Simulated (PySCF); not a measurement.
Species: C₅H₆O₂.
Cartesian coordinates in Å at the PBE0-D3(BJ)/def2-TZVP level; atoms count from 1:
```
atom  x, y, z in Å
O1    -2.2659   -0.1339    0.8633
C2    -1.5654    0.2392   -0.3114
C3    -0.1035   -0.0377   -0.2374
C4     0.9060    0.7921    0.3511
C5     2.0710    0.1150    0.2360
O6     1.8665   -1.0713   -0.3785
C7     0.5482   -1.1506   -0.6571
H8    -1.7798    0.2063    1.6190
H9    -1.7264    1.3027   -0.5328
H10   -2.0184   -0.3350   -1.1214
H11    0.7752    1.7711    0.7865
H12    3.0873    0.3331    0.5186
H13    0.2178   -2.0490   -1.1526
```

NICS = −σ at a ghost point: NICS(0) at the centroid of the ring atoms, NICS(1) 1 Å to either side along the normal of their mean plane, zz for the tensor component along that normal. Level: GIAO B97-2/pcSseg-2 (PySCF, non-relativistic, gas phase) on the PBE0-D3(BJ)/def2-TZVP geometry, one conformer.

Ring bond lengths (Å): C3–C4 1.433, C4–C5 1.352, C5–O6 1.352, O6–C7 1.350, C7–C3 1.356.

What do the NICS probes read (ppm)?

```json
{"ring": "C3–C4–C5–O6–C7", "type": "5-membered ring with O; formal bonds all aromatic", "NICS(0)": "-11.7", "NICS(1), two faces": "-9.3 / -9.1", "NICS(1)zz, two faces": "-27.3 / -26.3", "rms pucker (Å)": "0.00", "centre to ring atoms, mean (Å)": "1.16"}
```

What do they say, and how far can they be read as aromaticity?

- C3–C4–C5–O6–C7: mean NICS(1)zz -26.8 ppm, shielded, aromatic by this magnetic criterion (flat ring, no four-coordinate atom).

How equal are the bonds by HOMA? HOMA takes Krygowski's 1993 parameters.

- C3–C4–C5–O6–C7: HOMA 0.32; the largest term is that of C5–O6, α(R − Ropt)² = 1.18.

At the second NICS(1) probe listed for ring C3–C4–C5–O6–C7, 1 Å off the ring, how large is the induced field along the normal in 7.05 T applied along it?

NICSzz × B0 = -26.3 ppm × 7.05 T = -185 μT, against the applied field.

Give the inner angles of the rings.

- C3–C4–C5–O6–C7: C3 105.3°, C4 106.4°, C5 110.4°, O6 107.1°, C7 110.9°; sum 540.0° against 540° for a flat convex ring.

How do the values depend on the level or the medium?

```tsv
level	NICS(0), C3–C4–C5–O6–C7	mean NICS(1)zz, C3–C4–C5–O6–C7
B97-2/pcSseg-2, gas	-11.7	-26.8
KT3/pcSseg-2, gas	-12.0	-26.7
PBE0/pcSseg-2, gas	-11.6	-27.0
wB97X-D/pcSseg-2, gas	-11.4	-26.7
WP04/pcSseg-2, IEF-PCM chloroform	-11.7	-25.3
wB97X-D/pcSseg-2, IEF-PCM chloroform	-11.2	-26.7
```

The geometry is the same throughout; the continuum's cavity takes Bondi-type radii × 1.2.

The run took 64 s wall on one thread, Intel Xeon Platinum 8259CL at 2.50 GHz (x86_64) (shared host), and the process peaked at 1.3 GiB of memory. This is the whole shielding run at B97-2/pcSseg-2, SCF included.
